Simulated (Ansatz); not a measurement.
Consider the atomization: `CO[SiH][SiH3]`• → C• + 7 H• + O• + 2 Si•.

Gas-phase electronic energies from Ansatz, PBE0-D4/def2-TZVP geometries. CCSD(T)/CBS adds triple-zeta CCSD(T) − MP2 to the extrapolated MP2 energy (def2 sets, frozen cores). This one scheme is used for every species, atoms too. Functionals use def2-TZVPP. Open shells (•) are unrestricted, without spin–orbit coupling. Spin–orbit coupling would lower the free atoms: a little for C, O, Si. Each species was taken in one conformer, which may not be the lowest.

`CO[SiH][SiH3]`•:

Cartesian coordinates in Å:
```
C -2.000 -0.615 -0.873
O -0.984 0.135 -0.248
Si 0.229 -0.517 0.659
Si 1.946 1.055 0.842
H -1.607 -1.541 -1.309
H -2.791 -0.870 -0.161
H -2.431 -0.009 -1.671
H 0.659 -1.811 0.029
H 1.444 2.254 1.562
H 2.499 1.486 -0.473
H 3.036 0.434 1.643
```

```tsv
level	ΔE (eV)
LDA (SPW92)	42.06
CAM-B3LYP-D4	37.52
revPBE	36.17
r2SCAN	37.40
MP2/def2-QZVPP	37.05
HF/CBS(def2)	27.83
MP2/cc-pV(T+d)Z	36.39
HF/CBS(cc)	27.85
```

(1) What does CCSD(T)/CBS give? (An estimate is asked.)

(2) What do rigid-rotor, harmonic-oscillator terms from PBE0-D4/def2-TZVP frequencies (298.15 K, 1 bar) make of the CCSD(T)/CBS value? (An estimate is asked.)

Largest T1 diagnostic among the species: 0.015.

Answers

(1) Ansatz gave: +37.32 eV. The listed levels differ from it by 4.74, 0.20, -1.15, 0.08, -0.27, -9.49, -0.93, -9.47 eV.

(2) The calculation gave: ΔZPE = -2.04 eV, ΔH = +35.75 eV, ΔS = 1095 J/(mol·K), ΔG = +32.37 eV. Open shells count their whole term as degenerate.

Leaving LDA and LC-ωPBE aside and taking each functional with its dispersion term where it has one, the values, not all of them listed here, spread over 0.96 eV, from BHLYP-D4 to PBE-D4. LDA lies +4.75 eV from PBE without D4, its usual overbinding. The D4 term adds +0.36 eV with B3LYP and +0.19 eV with PBE0; it sums over pairs of atoms, weighted by their polarisabilities, and B3LYP, whose exchange is more repulsive, gets the larger term.

B3LYP here is the variant with VWN-RPA as its local correlation; programs differ in this.

For atomizations the MP2-based limit and the directly extrapolated one differ by several kJ/mol either way, and by 10 to 25 for some Ge, Se and Sn compounds, so smaller differences from it don't rank the levels.
